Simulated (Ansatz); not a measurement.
This geometry of AlClH₂OS (6 atoms, charge 0, multiplicity 1) is a first-order saddle point.

Theory: RKS B3LYP-D4/def2-SVP (Ansatz).

```xyz
6
Properties=species:S:1:pos:R:3
O 0.547 1.040 -0.782
Al -0.208 -0.377 -0.376
S -0.477 -1.028 1.685
Cl -0.956 -1.635 -1.880
H 0.997 1.871 -0.887
H 0.140 0.065 2.194
```

**Question.** Which two structures does it join? (They come from a converged band through this point; their orientation in space is the band's.)

**Answer.** No bond is made or broken. The dihedral H5–O1–Al2–Cl4 changes from 0 to -180° by way of a nearly straight angle H5–O1–Al2 (up to 172°), not by a turn about the bond.

First end point:

```xyz
6
Properties=species:S:1:pos:R:3
O 0.641 1.182 -0.399
Al -0.167 -0.305 -0.320
S -0.553 -1.163 1.637
Cl -0.797 -1.331 -2.043
H 0.877 1.675 -1.190
H 0.041 -0.121 2.269
```

Last end point:

```xyz
6
Properties=species:S:1:pos:R:3
O 0.538 1.038 -0.986
Al -0.211 -0.378 -0.442
S -0.439 -0.954 1.649
Cl -0.978 -1.674 -1.896
H 0.949 1.753 -0.496
H 0.184 0.151 2.125
```

**Question.** How far does it lie above each of them?

**Answer.** 0.110 eV above the first and 0.045 eV above the second. This is the barrier of this one path; another mechanism may lie lower.

Run time: 92 s on 1 thread of Arm Neoverse V2 (shared host), peak memory 0.15 GiB.
